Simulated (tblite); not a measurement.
Parent: `[CH3:1][Si@@H:2]([F:3])[Cl:4]`, CH4ClFSi.

Computed geometry: GFN2-xTB, gas phase. One conformer each, not checked by frequencies here.

```csv
coordinate of the parent,value
C1–Si2,1.889 Å
Si2–F3,1.613 Å
Si2–Cl4,2.006 Å
C1–Si2–F3,107.3°
C1–Si2–Cl4,111.6°
F3–Si2–Cl4,106.4°
```

Q: How does the shared frame change in `[CH3:1][C:2]#[C:3][Si@:4]([CH3:5])([F:6])[Cl:7]`, C4H6ClFSi? Atoms pair as C1 = C5, Si2 = Si4, F3 = F6, Cl4 = Cl7 (parent first).

A: 
```csv
parent,relative,value in the relative,change
C1–Si2,C5–Si4,1.891 Å,+0.002
Si2–F3,Si4–F6,1.619 Å,+0.006
Si2–Cl4,Si4–Cl7,2.018 Å,+0.012
C1–Si2–F3,C5–Si4–F6,107.3°,0.0
C1–Si2–Cl4,C5–Si4–Cl7,112.5°,+0.9
F3–Si2–Cl4,F6–Si4–Cl7,106.0°,-0.4
```

Of the parent's bonds, Si2–Cl4 changes most (+0.012 Å). Bonds of the relative outside the shared frame: C1–C2 1.442, C2≡C3 1.205, C3–Si4 1.839 Å. Point group C1 → C1.
